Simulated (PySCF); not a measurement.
**LiTl⁺: from constants to spectrum**

UHF-CCSD(T) constants of LiTl⁺, ²Σ⁺ (doublet), unpaired electrons σ ↑ (Li def2-SVPD, Tl def2-SVPD with ECP60; scalar-relativistic core potentials (PySCF 2.14); masses 7.0160 and 204.9744 u):

- ωe: 170.4 cm⁻¹
- ωexe: 0.569 cm⁻¹
- Be: 0.22363 cm⁻¹
- αe: 0.00219 cm⁻¹

Q: What force constant and bond length do these constants imply?

A: Reduced mass μred = 6.7838 u; k = 5.8918×10⁻⁷·μred·ωe² (u, cm⁻¹, mdyn/Å) = 0.116 mdyn/Å; Re = √(16.8576/(μred·Be)) (u, cm⁻¹, Å) = 3.333 Å.

Q: Estimate the centrifugal constant D from the Kratzer relation and find the Dunham coefficient a1.

A: D = 4Be³/ωe² = 1.54e-06 cm⁻¹; a1 = −1 − αeωe/(6Be²) = -2.24.

Correlated steps freeze 4 core orbitals. Spin–orbit coupling is left out, which matters for elements this heavy, above all for dissociation energies. The state was picked by a PBE0 search and need not be the measured ground state.
